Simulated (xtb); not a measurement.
TaOCl2, SMILES [O]=[Ta+]([Cl])[Cl], charge +1, multiplicity 1. All values are semi-empirical tight-binding results from xtb (GFN2-xTB unless named), good for trends rather than for accurate numbers. The structure is a stationary point at GFN2-xTB. The multiplicity is an assumed one; other spin states were not compared. The isomer is the one that the SMILES or the coordinates give; other isomers of the formula were not compared.

For metal compounds this method's bond lengths and energies can be far off.

```json
{
 "point_group_as_xtb_finds_it": "Cs",
 "orbital_gap": "2.04 eV",
 "zero_point_energy": "2.7 kcal/mol",
 "G − E(el) at 298.15 K (modified RRHO)": "-17.4 kcal/mol"
}
```
